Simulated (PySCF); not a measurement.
Deuteron quadrupole couplings in `C1CP(C2CC2)CC[SiH2]1`

Species: C7H15PSi.
Geometry (GFN2-xTB, Å), atoms numbered from 1 in this order:
```xyz
24
C7H15PSi angstrom
C      1.790    1.668   -0.268
C      0.428    1.198   -0.770
P     -0.512    0.301    0.562
C     -1.873   -0.339   -0.495
C     -3.112   -0.853    0.181
C     -3.153    0.445   -0.553
C      0.506   -1.255    0.613
C      1.875   -1.003    1.238
Si     2.911    0.200    0.190
H      2.264    2.287   -1.032
H      1.641    2.309    0.604
H     -0.186    2.054   -1.072
H      0.538    0.542   -1.640
H     -1.558   -0.843   -1.405
H     -3.149   -0.823    1.260
H     -3.613   -1.708   -0.248
H     -3.218    1.352    0.030
H     -3.683    0.494   -1.493
H     -0.058   -1.985    1.204
H      0.609   -1.654   -0.402
H      1.734   -0.596    2.241
H      2.399   -1.953    1.360
H      4.076    0.664    0.948
H      3.333   -0.482   -1.043
```

Level: PBE0/pcSseg-1 (PySCF, non-relativistic); Q(2H) = 0.00286 b; rigid geometry, the same for H and D, with no vibrational averaging.

Question: Rank these positions by the coupling χzz of a deuteron there, largest first.
A. H10 (methylene hydrogen)
B. H14 (methine hydrogen)
C. H15 (methylene hydrogen)
D. H19 (methylene hydrogen)
E. H23 (Si–H hydrogen)

Answer: C (221 kHz), B (214 kHz), A (210 kHz), D (202 kHz), E (109 kHz).

What are Vzz, η and χzz (234.96 MHz × Q × Vzz) at all hydrogens?

```
atom  bonded to  bond length (Å)  Vzz (au)     η  χzz (kHz)
 H10         C1            1.092    0.3119  0.03        210
 H11         C1            1.092    0.3090  0.03        208
 H12         C2            1.096    0.3014  0.01        203
 H13         C2            1.095    0.3010  0.02        202
 H14         C4            1.087    0.3189  0.08        214
 H15         C5            1.080    0.3286  0.07        221
 H16         C5            1.080    0.3317  0.07        223
 H17         C6            1.080    0.3286  0.07        221
 H18         C6            1.080    0.3317  0.07        223
 H19         C7            1.096    0.3012  0.01        202
 H20         C7            1.095    0.3009  0.02        202
 H21         C8            1.092    0.3089  0.03        208
 H22         C8            1.092    0.3118  0.03        209
 H23        Si9            1.465    0.1623  0.00        109
 H24        Si9            1.472    0.1584  0.00        106
```

Average by the element that carries the hydrogen.

on C: 211 kHz over 13 positions, mean bond length 1.089 Å; on Si: 108 kHz over 2 positions, mean bond length 1.469 Å.

How does χzz go with the bond length over the 13 C–H bonds?

A straight-line fit has a slope of -12.4 kHz for each 0.01 Å, with a correlation coefficient of -0.99, over lengths from 1.080 to 1.096 Å. The longer bonds have the smaller couplings here.

A static deuteron (I = 1) shows a doublet split by (3/2)χ, (3/4)χ(1 + η) and (3/4)χ(1 − η) with the field along z, y and x of the gradient. What are these for H18?

With |χ| = 222.9 kHz and η = 0.070: 334, 179 and 155 kHz, to first order and without motion.

Geometry: GFN2-xTB, one conformer, isolated molecule. GFN2-xTB bond lengths can be off by several hundredths of an ångström, more for odd bonds, and the gradients follow them. The basis is small and wasn't made for field gradients, so the couplings can be 20 % off.
